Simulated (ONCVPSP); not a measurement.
Plane-wave convergence, ONCV potential for Os (Z = 76)

| Item | Value |
| --- | --- |
| Element | osmium |
| Generator | ONCVPSP 4.0.1 |
| Type | optimised norm-conserving Vanderbilt (ONCV) |
| Functional | PBE |
| Relativity | scalar-relativistic |
| Frozen core | [Kr] 4d10 4f14 |
| Valence charge | 16 |
| Reference configuration | 5s2 5p6 5d6 6s1 (charge +1) |
| Partial waves | 5s+6s: rc 1.70 bohr, ncon 3, nbas 7, qcut 5.9 1/bohr, 2 projectors; 5p: rc 1.60 bohr, ncon 4, nbas 7, qcut 8 1/bohr, 2 projectors, debl 2.1 Ha; 5d: rc 1.90 bohr, ncon 5, nbas 9, qcut 7 1/bohr, 2 projectors, debl 2.9 Ha |
| Local potential | polynomial inside 1.50 bohr (lpopt 5, dvloc0 0 Ha) |
| Core correction | Teter function, fcfact 4.25, rcfact 1.4 |

In the p channel the program set the typed energies aside and used -2.165, 0.250 Ha.

For each optimised wave give the share of its norm inside rc, the residual kinetic energy above qcut (Ha) and the cutoffs (Ha) for errors of 10, 1, 0.1 and 0.01 mHa per electron.

```json
{"wave": "5s", "norm inside rc": "0.968", "residual KE": "4.8e-05", "10 mHa": "5.5", "1 mHa": "12.5", "0.1 mHa": "16.3", "0.01 mHa": "51.9"}
{"wave": "6s", "norm inside rc": "0.095", "residual KE": "1.1e-04", "10 mHa": "5.3", "1 mHa": "13.3", "0.1 mHa": "17.7", "0.01 mHa": "59.2"}
{"wave": "5p", "norm inside rc": "0.865", "residual KE": "8.8e-06", "10 mHa": "10.1", "1 mHa": "22.5", "0.1 mHa": "27.6", "0.01 mHa": "31.7"}
{"wave": "p projector 2", "norm inside rc": "0.032", "residual KE": "6.6e-06", "10 mHa": "7.7", "1 mHa": "18.1", "0.1 mHa": "25.8", "0.01 mHa": "31.0"}
{"wave": "5d", "norm inside rc": "0.652", "residual KE": "1.8e-06", "10 mHa": "13.0", "1 mHa": "16.9", "0.1 mHa": "20.1", "0.01 mHa": "22.7"}
{"wave": "d projector 2", "norm inside rc": "0.115", "residual KE": "3.0e-06", "10 mHa": "14.0", "1 mHa": "18.1", "0.1 mHa": "21.1", "0.01 mHa": "23.3"}
```

The occupied waves need 23 Ha and 28 Ha for 1 and 0.1 mHa.
